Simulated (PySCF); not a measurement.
A structure optimised at PBE0-D3(BJ)/def2-SVP, used in a PySCF frequency run:

```
C
C 1 1.3433
H 2 1.0970 1 121.63
H 2 1.0981 3 115.68 1 180.00
H 1 1.0993 2 116.85 3 180.00
Al 1 1.9381 5 122.52 2 180.00
O 6 1.7075 1 114.61 5 -180.00
H 7 0.9578 6 125.87 1 180.00
H 6 1.5886 7 120.21 8 0.00
```
Charge 0, spin multiplicity 1.

Question: Write its SMILES, formula and point group.

Answer: C=[CH][AlH][OH], C₂H₅AlO, Cs

Question: What are its rotational constants (standard atomic weights)?

Answer: 12.041, 3.8611, 2.9236 GHz
